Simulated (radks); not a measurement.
Values are calculated unless marked as measured or tabulated.
Spherical jellium clusters: N electrons in a uniform positive sphere of charge N and radius rs N^(1/3), rs = 3.3 bohr. Level of theory: non-relativistic Kohn-Sham, LDA (Slater exchange, Perdew-Wang correlation), spin-polarised, spherical densities (a radial shooting solver with Libxc functionals). Levels are named by radial order and angular momentum (1s, 1p, 1d, 2s, ...), and open shells are averaged over m.

N = 3, configuration 1s2 1p(up 1, down 0). This is the lowest configuration that the search found. Occupied and some empty levels:

level,occupation,eigenvalue (eV),<r> (bohr)
1s up,1,-4.8004,3.680
1s down,1,-4.4386,3.657
1p up,1,-2.2655,5.172
1p down,0,-1.8928,5.304
2s up,0,-0.59109,9.029
2s down,0,-0.45880,9.682
1d up,0,-0.15807,8.634

Energy (eV): total -3.84942, kinetic 6.7705, external -56.882, Hartree 26.593, exchange-correlation -11.205, background 30.874.
